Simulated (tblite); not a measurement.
Input of a run (GFN2-xTB geometry optimisation, gas phase (tblite 0.8.0)), started from a force field or distance geometry:
```
{"job": {"kind": "relax", "xc": "GFN2-xTB", "basis": "xTB"}, "charge": 1, "multiplicity": 1}
C      2.458300    -0.947500     1.976900
C      2.314500     0.143200     0.910500
C      1.167900    -0.126600     0.015500
C      0.473200     1.005200    -0.695600
C      0.020300     0.829600    -2.093000
C     -1.166200     1.730900    -2.419900
P     -0.528700     0.419400     0.670200
C     -1.410600    -1.090600     0.274800
C     -2.725500    -1.191700     1.025500
H      1.546100    -0.998700     2.604100
H      2.592100    -1.929100     1.515300
H      3.301900    -0.744900     2.630400
H      3.231900     0.177600     0.332900
H      2.216800     1.111600     1.409100
H      1.196300    -1.084500    -0.465500
H      0.885300     1.994200    -0.539300
H     -0.246200    -0.205500    -2.308000
H      0.851800     1.074800    -2.769800
H     -2.021400     1.492400    -1.778100
H     -1.456900     1.613900    -3.456400
H     -0.912400     2.790600    -2.246800
H     -0.187500     0.682900     2.017800
H     -0.795000    -1.955700     0.540800
H     -1.631000    -1.149500    -0.802400
H     -3.375300    -0.336700     0.777900
H     -3.265800    -2.115800     0.780100
H     -2.553800    -1.162900     2.105100
```

Output (eV, eV/Å):
```
step      E/eV     max force
  0    -771.84476    1.860
  1    -771.98351    1.034
  2    -772.03641    0.566
  3    -772.06323    0.502
  4    -772.08324    0.277
  5    -772.09865    0.291
  6    -772.11245    0.220
  7    -772.12333    0.214
  8    -772.13191    0.204
  9    -772.13924    0.200
 10    -772.14618    0.182
 11    -772.15275    0.179
 12    -772.15911    0.169
 13    -772.16482    0.173
 14    -772.16995    0.201
 15    -772.17535    0.187
 16    -772.18138    0.181
 17    -772.18758    0.173
 18    -772.19293    0.139
 19    -772.19712    0.146
 20    -772.20125    0.148
 21    -772.20627    0.167
 22    -772.21147    0.164
 23    -772.21590    0.129
 24    -772.21952    0.116
 25    -772.22299    0.122
 26    -772.22645    0.137
 27    -772.22929    0.114
 28    -772.23119    0.079
 29    -772.23266    0.084
 30    -772.23416    0.085
 31    -772.23566    0.075
 32    -772.23693    0.084
 33    -772.23793    0.074
 34    -772.23888    0.076
 35    -772.24002    0.088
 36    -772.24160    0.104
 37    -772.24297    0.091
 38    -772.24397    0.060
 39    -772.24474    0.060
 40    -772.24538    0.058
 41    -772.24604    0.070
 42    -772.24681    0.071
 43    -772.24771    0.065
 44    -772.24858    0.065
 45    -772.24924    0.051
 46    -772.24974    0.045
 47    -772.25027    0.054
 48    -772.25088    0.060
 49    -772.25144    0.050
 50    -772.25182    0.049
 51    -772.25213    0.048
 52    -772.25251    0.049
 53    -772.25302    0.058
 54    -772.25355    0.044
 55    -772.25402    0.046
 56    -772.25448    0.049
 57    -772.25498    0.058
 58    -772.25551    0.058
 59    -772.25596    0.044
 60    -772.25634    0.048
 61    -772.25675    0.060
 62    -772.25725    0.061
 63    -772.25773    0.044
 64    -772.25812    0.038
 65    -772.25844    0.042
 66    -772.25877    0.050
 67    -772.25915    0.045
 68    -772.25958    0.044
 69    -772.26003    0.055
 70    -772.26050    0.053
 71    -772.26095    0.049
 72    -772.26128    0.038
 73    -772.26152    0.031
 74    -772.26175    0.036
 75    -772.26209    0.053
 76    -772.26255    0.057
 77    -772.26307    0.049
 78    -772.26356    0.043
 79    -772.26402    0.047
 80    -772.26454    0.062
 81    -772.26509    0.053
 82    -772.26561    0.059
 83    -772.26596    0.051
 84    -772.26625    0.035
 85    -772.26649    0.031
 86    -772.26669    0.026
 87    -772.26683    0.026
 88    -772.26697    0.026
 89    -772.26712    0.025
 90    -772.26729    0.028
 91    -772.26745    0.024
 92    -772.26762    0.029
 93    -772.26778    0.030
 94    -772.26795    0.025
 95    -772.26815    0.030
 96    -772.26843    0.038
 97    -772.26879    0.048
 98    -772.26921    0.047
 99    -772.26959    0.036
100    -772.26992    0.036
101    -772.27021    0.033
102    -772.27047    0.038
103    -772.27071    0.032
104    -772.27093    0.029
105    -772.27113    0.029
106    -772.27136    0.030
107    -772.27156    0.031
108    -772.27173    0.030
109    -772.27187    0.030
110    -772.27202    0.029
111    -772.27219    0.035
112    -772.27239    0.033
113    -772.27257    0.029
114    -772.27271    0.026
115    -772.27282    0.021
116    -772.27294    0.022
117    -772.27305    0.026
118    -772.27315    0.020
119    -772.27322    0.013
120    -772.27327    0.015
121    -772.27332    0.019
122    -772.27340    0.026
123    -772.27353    0.029
124    -772.27369    0.026
125    -772.27386    0.024
126    -772.27403    0.029
127    -772.27421    0.028
128    -772.27442    0.031
129    -772.27460    0.024
130    -772.27473    0.024
131    -772.27484    0.024
132    -772.27496    0.022
133    -772.27509    0.023
134    -772.27519    0.020
135    -772.27526    0.020
136    -772.27532    0.020
137    -772.27539    0.018
138    -772.27547    0.018
139    -772.27555    0.019
140    -772.27562    0.018
141    -772.27569    0.017
142    -772.27578    0.019
143    -772.27587    0.017
144    -772.27595    0.017
145    -772.27603    0.019
146    -772.27612    0.021
147    -772.27626    0.025
148    -772.27644    0.022
149    -772.27660    0.026
150    -772.27675    0.030
151    -772.27691    0.025
152    -772.27710    0.027
153    -772.27729    0.027
154    -772.27745    0.037
155    -772.27757    0.038
156    -772.27771    0.023
157    -772.27784    0.020
158    -772.27791    0.016
159    -772.27795    0.013
160    -772.27798    0.012
161    -772.27801    0.009
```

Q: Summarise the run.

A: The energy falls by 41.8 kJ/mol over 161 L-BFGS steps, the largest force on an atom goes from 1.86 to 0.009 eV/Å, and the atoms move by 0.385 Å rms after alignment. The bond that changes most is C3–P7 (sp3 carbon bound to phosphorus to phosphonium phosphorus), which shortens by 0.088 Å. Bonds longer at the end by more than 0.005 Å: 8 of 27; shorter: 12. Among the angles that change most is C3–P7–C8, from 97.0° to 123.3°. Among the dihedrals that turn most is C4–P7–C8–H24, from -29° to 12°. The energy never rose by more than 1e-5 eV on the way. The first step brought 32 % of the lowering.

Q: What are the final bond lengths?

A: C1–C2 1.524 Å, C2–C3 1.512 Å, C3–C4 1.537 Å, C4–C5 1.510 Å, C5–C6 1.524 Å, C4–P7 1.818 Å, P7–C8 1.829 Å, C8–C9 1.526 Å, C3–P7 1.810 Å, C1–H10 1.091 Å, C1–H11 1.087 Å, C1–H12 1.086 Å, C2–H13 1.092 Å, C2–H14 1.093 Å, C3–H15 1.088 Å, C4–H16 1.087 Å, C5–H17 1.093 Å, C5–H18 1.092 Å, C6–H19 1.090 Å, C6–H20 1.086 Å, C6–H21 1.087 Å, P7–H22 1.374 Å, C8–H23 1.094 Å, C8–H24 1.094 Å, C9–H25 1.088 Å, C9–H26 1.087 Å, C9–H27 1.089 Å. Numbering counts from 1 in the input's order; the species is `CC[C@@H]1[C@@H](CC)[PH+]1CC`.

The run took 1.4 s of wall time on one thread, Arm Neoverse V2 (aarch64), no GPU, shared host.

Its GFN2-xTB frequencies are all real (lowest 49 cm⁻¹).

One conformer stands for the species.

These are computed values.
